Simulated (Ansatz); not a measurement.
Geometry optimisation, Ansatz, DFT r2SCAN-D3(BJ), scalar-relativistic, plane waves, PAW.

Input file:

```yaml
accuracy: low
crystal:
  lattice:
    - [6.122483, 0.0, 0.0]
    - [0.0, 6.122483, 0.0]
    - [0.0, 0.0, 6.122483]
  atoms:
    - { symbol: F, position: [0.6020731, 0.1273542, 0.2913164] }
    - { symbol: H, position: [0.6140943, 0.094407, 0.1428684] }
    - { symbol: F, position: [0.9132727, 0.2191093, 0.6629649] }
    - { symbol: H, position: [0.9411855, 0.1113357, 0.7672364] }
    - { symbol: F, position: [0.5180631, 0.7870442, 0.4847532] }
    - { symbol: H, position: [0.4569209, 0.8021373, 0.3458264] }
    - { symbol: Cl, position: [1.0262383, 0.7369426, 0.1050662] }
    - { symbol: H, position: [0.9187146, 0.675043, 0.2733337] }
    - { symbol: Cl, position: [0.5334632, 0.455767, 0.8359777] }
    - { symbol: H, position: [0.5261451, 0.5327148, 1.0302259] }
    - { symbol: Cl, position: [0.1460968, 0.250257, 0.280335] }
    - { symbol: H, position: [0.086856, 0.2621729, 0.0801964] }
basis:
  ecutwfc: 500.0
kpoints:
  mp_grid: { grid: [1, 1, 1] }
hamiltonian:
  xc: r2scan
  dispersion: d3bj
scf:
  occupations: { method: fermi_dirac, width: 0.05 }
  lower_state_search: "off"
relax:
  f_tol: 0.3
  max_steps: 15
  adjacent_minimum: "off"
output:
  write_density: true
  write_potential: true
  elf: true
  volumetric_format: npy
```

Command:

```bash
$ ansatz run input.yaml --threads 1 --pin off --max-ram 3072MiB --backend cpu --events-out ev --progress --plain --runs-dir out
```

**Question.** Where does it end, and by what steps?

**Answer.** It converged. The threshold is loose, so the end isn't yet a minimum. Limits of this set-up: coarse k mesh, low accuracy level. After 11 steps the energy has fallen by 1.590 eV; F3 moved furthest, 1.18 Å.

```csv
step,energy less start (eV),largest force component (eV/Å),accepted
0,0.0000,0.811,yes
1,-0.3368,1.876,yes
2,-0.4474,2.649,yes
3,-0.9370,1.342,yes
4,-1.1318,0.922,yes
5,-1.2908,0.999,yes
6,-1.4155,0.768,yes
7,-1.5088,0.835,yes
8,-1.5488,0.721,yes
9,-1.5424,0.830,no
10,-1.5739,0.416,yes
11,-1.5901,0.127,yes
```

```xyz
12
Lattice="6.1225 0.0000 0.0000 0.0000 6.1225 0.0000 0.0000 0.0000 6.1225" Properties=species:S:1:pos:R:3
F 3.961 0.489 1.016
H 3.665 1.201 0.454
F 5.839 1.014 5.170
H 5.885 0.110 5.417
F 3.044 4.475 1.966
H 3.097 5.379 1.699
Cl 6.165 4.364 0.282
H 5.403 4.719 1.258
Cl 2.967 2.745 5.500
H 2.842 3.422 6.613
Cl 1.089 1.466 2.141
H 0.633 1.562 0.933
```

Run time: 120 s on 1 thread of Arm Neoverse V1 (shared host), peak memory 0.5 GiB.
